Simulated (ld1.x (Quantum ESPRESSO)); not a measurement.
Os ultrasoft: all-electron and pseudo phase curves

| Item | Value |
| --- | --- |
| Element | osmium |
| Generator | ld1.x (Quantum ESPRESSO) 7.5 |
| Type | ultrasoft |
| Functional | PBEsol |
| Relativity | scalar-relativistic |
| Frozen core | [Xe] |
| Valence charge | 22 |
| Reference configuration | 4f14 5d6 6s2 6p0 |
| Partial waves | 6s (bound): rcut 2.35, rcutus 2.90 bohr; 6s channel at -0.1 Ry: rcut 2.35, rcutus 2.90 bohr; 6p (bound, empty): rcut 2.40, rcutus 2.60 bohr; 6p channel at 5.05 Ry: rcut 2.40, rcutus 2.60 bohr; 5d (bound): rcut 2.30, rcutus 2.80 bohr; 5d channel at 0.6 Ry: rcut 2.30, rcutus 2.80 bohr; 4f (bound): rcut 0.60, rcutus 0.75 bohr; 4f channel at -2.95 Ry: rcut 0.60, rcutus 0.75 bohr |
| Local potential | all-electron potential smoothed inside 1.40 bohr (lloc = -2) |
| Core correction | Bessel-smoothed model core, default radius (core density twice the valence density) |
| Augmentation charge | built from norm-conserving waves at rcut, not smoothed further |

The phase is arctan(r·u′/u) with u = r·R(r), unwrapped; energies in Ry, scanned from -6 to 5 Ry. A pole is an energy at which the radial function vanishes at the test radius. The pseudo phase is shifted by a multiple of π to meet the all-electron one at the reference energy, and phase errors are pseudo minus all-electron; the curves can meet again beyond the range given. Levels narrower than the energy grid can be missing from the lists of poles.

For each channel, where are the poles, and over which energies does the pseudopotential scatter like the atom?

```
channel  radius (bohr)  reference energy (Ry)  poles, all-electron      poles, pseudo  unbroken range about the reference energy with phases within 0.05 rad  phase error 1 Ry above the reference energy (rad)
      s           3.16                  -0.45                 0.54        -5.43, 0.54                                                             above -5.4                                             +0.000
      p           3.16                  -0.09          -3.72, 1.73               2.05                                                            -3.7 to 2.3                                             +0.021
      d           3.16                  -0.46          -0.28, 3.84  -0.24, 0.01, 0.54                                                           -0.5 to -0.1                                             -5.961
      f           3.16                  -3.82                 2.65               2.65                                                              below 4.4                                             +0.000
```

Note: ghost state, extra bound levels that the all-electron valence spectrum of the same l lacks: s at -74.0 eV (p, d not tested). A true bound ghost makes a file unfit for plane-wave use. Its overlap operator is not positive definite in a basis up to 400 Ry (lowest eigenvalue p -0.07, d -70.46), so the file is unfit for use: the generalised eigenproblem breaks down once the basis is large enough, and its test numbers describe a broken file.

Phases in the d channel:

```tsv
E (Ry)	all-electron	pseudo
-6.00	1.441	1.444
-5.48	1.435	1.439
-4.96	1.428	1.433
-4.44	1.420	1.425
-3.92	1.410	1.417
-3.40	1.398	1.407
-2.88	1.382	1.394
-2.36	1.361	1.377
-1.84	1.329	1.352
-1.32	1.268	1.304
-0.80	1.033	1.109
-0.28	-1.567	-1.538
0.24	-1.815	-4.874
0.76	-2.006	-8.053
1.28	-2.533	-8.118
1.80	-3.918	-8.189
2.32	-4.423	-8.294
2.84	-4.582	-8.477
3.36	-4.662	-8.857
3.88	-4.716	-9.581
4.40	-4.762	-10.217
4.92	-4.809	-10.521
```
